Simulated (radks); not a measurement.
The numbers below are computed, except where a source is named.
Ionisation of the sulfur ion S3+, [Ne] 3s2 3p1, to [Ne] 3s2 as the strength of local exchange is varied. Level of theory: non-relativistic Kohn-Sham, Slater X-alpha exchange (alpha = 2/3 is LDA exchange), no correlation, spin-polarised, spherical densities, point nucleus; open shells are filled with parallel spins first (a radial shooting solver on a logarithmic mesh with Libxc functionals).

| alpha | E(S3+) (hartree) | exchange (hartree) | IE (eV) | -e of the level emptied (eV) | <r> of it (bohr) |
|---|---|---|---|---|---|
| 0.623 | -391.69697 | -20.43760 | 45.292 | 39.086 (3p) | 1.679 |
| 0.667 | -393.14241 | -21.94204 | 46.021 | 39.824 (3p) | 1.666 |
| 0.743 | -395.64856 | -24.55956 | 47.295 | 41.116 (3p) | 1.644 |
| 0.764 | -396.34316 | -25.28705 | 47.650 | 41.476 (3p) | 1.638 |
| 0.897 | -400.76361 | -29.93706 | 49.932 | 43.798 (3p) | 1.601 |
| 0.937 | -402.10026 | -31.34993 | 50.630 | 44.509 (3p) | 1.591 |
| 0.948 | -402.46842 | -31.73963 | 50.822 | 44.705 (3p) | 1.588 |
| 0.988 | -403.80931 | -33.16097 | 51.526 | 45.424 (3p) | 1.578 |

NIST Atomic Spectra Database: 47.22 eV (semi-empirical). The Delta-SCF value meets it near alpha = 0.74. Open shells are spherical and high-spin; term and fine-structure splittings are not resolved.
